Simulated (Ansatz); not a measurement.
`O[CH2][Al]([OH])[Cl]` + `O=CCO` → `O=CCOCO` + `[OH][AlH][Cl]`  (substitution at a C–Al bond)

Isolated molecules relaxed with PBE0-D4/def2-TZVP in Ansatz; ΔE leaves out vibrations. CBS: MP2 limit from def2 TZ/QZ plus the TZ coupled-cluster correction, frozen cores. This one scheme is used for every species. Functionals use def2-TZVPP. B3LYP here is the variant with VWN-RPA as its local correlation; programs differ in this. Each species was taken in one conformer, which may not be the lowest.

| level | ΔE (kcal/mol) |
| --- | --- |
| B3LYP-D4 | 5.7 |
| ωB97M-V | 5.5 |
| MP2/def2-TZVPP | 5.4 |
| CCSD/def2-TZVPP | 4.2 |

Problem. What does CCSD(T)/CBS give? (Estimate.)

Solution. The calculation gave: +5.8 kcal/mol. The listed levels differ from it by -0.1, -0.3, -0.4, -1.6 kcal/mol.

Largest T1 diagnostic among the species: 0.014.

From PBE to PBE0 (25 % exact exchange), in def2-TZVPP and without D4, ΔE moves by −0.8 kcal/mol. In def2-TZVPP, CCSD(T) changes the Hartree–Fock value by +3.5 kcal/mol (the triples alone add +0.2 kcal/mol) and MP2 by +4.5 kcal/mol.
